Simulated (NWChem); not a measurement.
BHOClF; SMILES FB(Cl)O

```xyz
5

B      0.0167    -0.4226     0.0000
F     -1.1312    -1.0972     0.0000
Cl    -0.0227     1.3397     0.0000
O      1.2075    -1.0550     0.0000
H      1.1029    -2.0197     0.0000
```
Atoms are numbered in this order, from 1.

All runs: NWChem. Pople sets run with spherical d functions. Geometry: optimised at B3LYP/6-31G* (spherical d). Isolated, static molecule.

GIAO at B3LYP/6-31G*: principal shieldings of O4 are 121.6, 267.2, 270.7 ppm; an isolated water molecule has σ = 317.5 ppm at the same levels.

Task: Find the isotropic 17O shift, its principal values, the span and the skew.

Result: 
1. σ(iso) = one third of the sum = 219.8 ppm.
2. δ = σ(reference) − σ = 97.7 ppm against water.
3. δ11, δ22, δ33 = 195.9, 50.3, 46.8 ppm.
4. Span Ω = δ11 − δ33 = 149.1 ppm; skew κ = 3(δ22 − δ(iso))/Ω = -0.95.
